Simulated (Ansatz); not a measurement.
The same molecule with X = B, Al, Ga, In. Ansatz, PBE0-D4/def2-TZVP geometries, multiplicity 1.

Elements past krypton have def2 core potentials. Scalar relativity is left out up to krypton.

```tsv
X	molecule	mean X–H bond length / Å	mean X–P bond length / Å	zero-point energy (PBE0-D4/def2-TZVP) / kJ/mol	LUMO energy (ωB97M-V/def2-TZVPP) / eV	HOMO–LUMO gap (ωB97M-V/def2-TZVPP) / eV
B	`[BH3-][PH3+]`	1.209	1.910	148.8	1.87	12.80
Ga	`[PH3+][GaH3-]`	1.576	2.522	122.2	1.48	11.60
In	`[PH3+][InH3-]`	1.731	2.782	115.1	0.81	10.62
```

(1) Give the row for X = Al, `[AlH3-][PH3+]`. (An estimate is asked.)

## Answers

(1) Computed: 
```json
{"X": "Al", "molecule": "`[AlH3-][PH3+]`", "mean X–H bond length / Å": "1.598", "mean X–P bond length / Å": "2.514", "zero-point energy (PBE0-D4/def2-TZVP) / kJ/mol": "121.7", "LUMO energy (ωB97M-V/def2-TZVPP) / eV": "1.40", "HOMO–LUMO gap (ωB97M-V/def2-TZVPP) / eV": "11.47"}
```

From B to In the mean X–H bond length isn't monotonic: highest at In, lowest at B; the mean X–P bond length rises at each step, by 0.872 Å in all; the zero-point energy (PBE0-D4/def2-TZVP) isn't monotonic: highest at B, lowest at In; the LUMO energy (ωB97M-V/def2-TZVPP) isn't monotonic: highest at B, lowest at In; the HOMO–LUMO gap (ωB97M-V/def2-TZVPP) isn't monotonic: highest at B, lowest at In. Bonds lengthen as the atom grows down the group.
